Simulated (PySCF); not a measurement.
C₂H₆F₃PSi₂.
SMILES with atom numbers: `[F:1][C:2]([F:3])([F:4])[CH:5]1[SiH2:6][PH:7][SiH2:8]1`

Cartesian coordinates in Å at the GFN2-xTB level; atoms count from 1:
```
atom  x, y, z in Å
F1     2.359   -0.467   -1.218
C2     1.687   -0.234   -0.070
F3     1.844    1.083    0.179
F4     2.389   -0.869    0.893
C5     0.262   -0.637   -0.128
Si6   -0.715    0.456   -1.385
P7    -1.809    1.492    0.310
Si8   -0.674   -0.092    1.471
H9     0.242   -1.707   -0.331
H10    0.145    1.355   -2.143
H11   -1.502   -0.416   -2.256
H12   -2.997    0.790    0.192
H13   -1.442   -1.227    1.980
H14    0.211    0.470    2.483
```

Probes without a nucleus sit at each ring's centroid and 1 Å off its mean plane on both sides; NICS is minus the shielding there, NICSzz its component along the normal. Level: GIAO PBE0/pcSseg-1 (PySCF, non-relativistic, gas phase) on the GFN2-xTB geometry, one conformer.

Ring bond lengths (Å), with Mayer bond orders in brackets: C5–Si6 1.931 (0.81), Si6–P7 2.268 (0.95), P7–Si8 2.267 (0.95), Si8–C5 1.931 (0.81).

**Question.** Give the NICS values of each ring in ppm.

**Answer.** 
| ring | type | NICS(0) | NICS(1), two faces | NICS(1)zz, two faces | rms pucker (Å) | centre to ring atoms, mean (Å) |
| --- | --- | --- | --- | --- | --- | --- |
| C5–Si6–P7–Si8 | 4-membered ring with P and 2 Si; formal bonds all single | 0.5 | -1.2 / -0.3 | 7.3 / 6.3 | 0.06 | 1.48 |

**Question.** What can be read from them?

**Answer.** 
- C5–Si6–P7–Si8: mean NICS(1)zz 6.8 ppm, deshielded. C5, Si6, Si8 have four or more neighbours, so the value isn't read as a sign of a π ring current.

**Question.** What is the mean of the two in-plane components of NICS at the second NICS(1) probe listed for ring C5–Si6–P7–Si8, 1 Å off the ring?

**Answer.** The isotropic value is a third of the trace: (3 × -0.3 − (6.3))/2 = -3.6 ppm.

**Question.** List the ring angles and the Hirshfeld charges of the ring atoms.

**Answer.** 
- C5–Si6–P7–Si8: C5 97.7° (-0.231 e), Si6 90.9° (+0.291 e), P7 79.8° (-0.085 e), Si8 90.9° (+0.291 e); sum 359.3° against 360° for a flat convex ring.

**Question.** How shielded are the nuclei of the rings and their hydrogens (means over atoms taken as equivalent)?

**Answer.** 
| atoms | environment | σ isotropic (ppm) |
| --- | --- | --- |
| C5 | sp3 carbon bound to silicon | 161.3 |
| Si6 (×2) | SiH2 silicon | 393.3 |
| P7 | three-coordinate phosphorus | 618.9 |
| H9 | methine hydrogen | 29.53 |
| H10 (×2) | Si–H hydrogen | 26.77 |
| H11 (×2) | Si–H hydrogen | 26.61 |
| H12 | P–H hydrogen | 29.54 |
